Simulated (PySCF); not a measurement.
B(Cl)2(OSiH3) (BCl2H3OSi), SMILES [SiH3]OB(Cl)Cl. Atoms are numbered in the order given.

```xyz
8

B     -0.1015    -0.4986     0.0000
Cl    -0.8634    -2.0887     0.0000
Cl     1.6770    -0.3902     0.0000
O     -0.8621     0.6112     0.0000
Si    -0.3963     2.2579     0.0000
H      0.3999     2.5532     1.2353
H      0.3999     2.5532    -1.2353
H     -1.6793     3.0272     0.0000
```

The structure is a stationary point at PBE-D3(BJ)/def2-SVP. The structure was generated by enumeration, and PubChem lists no compound with its InChIKey, so it may never have been made. One conformer was computed; it need not be the lowest.

Computed with PBE-D3(BJ)/def2-SVP run with PySCF.

Frequencies are harmonic and unscaled.

```tsv
mode	ν (cm⁻¹)	IR (km/mol)	moving atoms (share of kinetic energy)
1	85	0.3	H 51 %, O 28 %, Cl 10 %, Si 8 %
2	100	2.6	Cl 41 %, Si 36 %, H 10 %, O 10 %
3	109	0.4	H 58 %, O 32 %
4	242	3.0	Cl 70 %, Si 14 %, O 9 %
5	334	2.6	Cl 56 %, O 20 %, Si 17 %
6	500	25.9	Cl 49 %, O 32 %
7	507	7.6	B 85 %, O 8 %
8	686	43.9	H 83 %, Si 9 %, O 8 %
9	702	31.8	H 79 %, O 10 %, Si 8 %
10	805	34.6	O 48 %, Si 21 %, B 20 %
11	904	30.8	H 93 %
12	915	59.1	H 96 %
13	925	304.5	H 85 %, Si 11 %
14	950	444.8	B 81 %, Cl 11 %
15	1367	677.6	B 60 %, O 39 %
16	2190	44.3	H 99 %
17	2203	97.1	H 96 %
18	2217	98.7	H 96 %
```
